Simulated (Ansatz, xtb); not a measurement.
Two isomers of B2Cl4F2

We compare I, `F[B-]1(F)[Cl+][B-](Cl)(Cl)[Cl+]1`, a singlet, with II, `F[B@-]1(Cl)[Cl+][B@@-](F)(Cl)[Cl+]1`, a singlet. Both are isolated molecules in the gas phase, relaxed with PBE0-D4/def2-SVP.

Quicker runs give these differences E(II) − E(I): GFN2-xTB +1.94 kcal/mol; HF/STO-3G −4.61 kcal/mol (at GFN2-xTB geometries); r2SCAN-D4/def2-SVP 0.00 kcal/mol (at GFN2-xTB geometries).

Question: Estimate E(II) − E(I) at the level CCSD(T)/def2-SVP + ΔMP2/def2-TZVPP.

Answer: Calculated at CCSD(T)/def2-SVP + ΔMP2/def2-TZVPP: E(II) − E(I) = +1.14 kcal/mol, so structure I lies lower.

Level by level:

| level | geometry | E(II) − E(I) (kcal/mol) | departure from the last row (kcal/mol) | job, with rough time for the two |
| --- | --- | --- | --- | --- |
| GFN2-xTB | GFN2-xTB | +1.94 | +0.79 | optimisation, 0.22 s |
| HF/STO-3G | GFN2-xTB | −4.61 | −5.75 | single point, 0.36 s |
| r2SCAN-D4/def2-SVP | GFN2-xTB | 0.00 | −1.14 | single point, 2 s |
| PBE0-D4/def2-SVP | PBE0-D4/def2-SVP | +0.69 | −0.46 | optimisation, 12 s |
| HF/def2-SVP | PBE0-D4/def2-SVP | +0.86 | −0.28 | part of the CCSD(T) run |
| MP2/def2-SVP | PBE0-D4/def2-SVP | +1.42 | +0.28 | part of the CCSD(T) run |
| CCSD(T)/def2-SVP | PBE0-D4/def2-SVP | +1.15 | +0.01 | single point |
| CCSD(T)/def2-SVP + ΔMP2/def2-TZVPP | PBE0-D4/def2-SVP | +1.14 |  | single point, 25 s |

As drawn, both hold the same kinds of bond in the same numbers.

HF/STO-3G puts the two in the other order. r2SCAN-D4/def2-SVP finds them nearly level. The largest departure from CCSD(T)/def2-SVP + ΔMP2/def2-TZVPP is that of HF/STO-3G, 5.75 kcal/mol. The last row adds to CCSD(T) the change of the MP2 difference between the two basis sets, here −0.01 kcal/mol.

With thermal terms from frequencies at re-optimised GFN2-xTB minima (ideal gas, soft modes damped towards free rotors, one conformer each, 298.15 K, 1 atm): the zero-point term adds +0.02 kcal/mol; ΔH is +1.13 and ΔG +1.21 kcal/mol.

The correlated steps freeze 24 core orbitals. Mirror images aren't counted in ΔG. Codes used: Ansatz 0.2.0, xtb 6.7.1; the last row on 2 threads of AMD EPYC 9R45 96-Core Processor (Zen 5) on a shared host.
